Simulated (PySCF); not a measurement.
Core-level binding energies of `C=[C](C)[Ge@@H]([NH2])[Br]`

Compound: C3H8BrGeN.
Cartesian coordinates in Å at the PBE0-D3(BJ)/def2-SVP level; atoms count from 1:
```
atom  x, y, z in Å
C1    -1.341    0.763    1.280
C2    -0.710    0.195    0.245
C3    -1.324   -0.837   -0.647
Ge4    1.119    0.752   -0.114
N5     2.392   -0.557   -0.158
Br6    1.116    1.576   -2.285
H7    -2.369    0.491    1.548
H8    -0.863    1.527    1.903
H9    -1.356   -0.477   -1.689
H10   -2.349   -1.090   -0.336
H11   -0.727   -1.764   -0.654
H12    1.564    1.850    0.864
H13    2.545   -1.039    0.724
H14    2.281   -1.237   -0.905
```

Computed with PySCF, delta-SCF UKS SCAN, pcX-2 on the ionised atom, pcseg-1 elsewhere, spin-free X2C. Vertical ΔSCF values, vacuum level as zero.

**Question.** Give the core binding energies atom by atom.

**Answer.** 
| atom(s) | bonded to | level | binding energy (eV) | above the level's lowest (eV) | count |
| --- | --- | --- | --- | --- | --- |
| N5 | 2 H and Ge | N 1s | 404.54 | 0.00 | 1 |
| C3 | C and 3 H | C 1s | 290.89 | +0.66 | 1 |
| C2 | C (double bond), C and Ge | C 1s | 290.35 | +0.12 | 1 |
| C1 | C (double bond) and 2 H | C 1s | 290.23 | 0.00 | 1 |

The listed C 1s values span 0.66 eV, from C1 (bonded to C (double bond) and 2 H) to C3 (bonded to C and 3 H). The widest gap between neighbouring values is 0.54 eV, between 290.35 and 290.89 eV. Summing the Pauling electronegativity differences to the bonded atoms, each weighted by its formal bond order, gives -0.70 for the lowest site and -1.05 for the highest; the largest sum, -0.54, belongs to C2, 0.54 eV below the top. The smallest sum, -1.05, belongs to C3, 0.66 eV above the lowest.

**Question.** Which photon energy gives electrons from N 1s of N5 a kinetic energy of 20 eV, and what is their de Broglie wavelength?

**Answer.** hν = 404.54 + 20 = 424.54 eV, recoil neglected; λ = 12.264 Å/√(E/eV) = 2.74 Å.

**Question.** Express the binding energy of N 1s of N5 in atomic units and per mole.

**Answer.** 404.54 eV = 14.8666 Eh = 39032 kJ/mol.

No level of bromine or germanium is listed. Geometry: PBE0-D3(BJ)/def2-SVP, one conformer, isolated molecule.
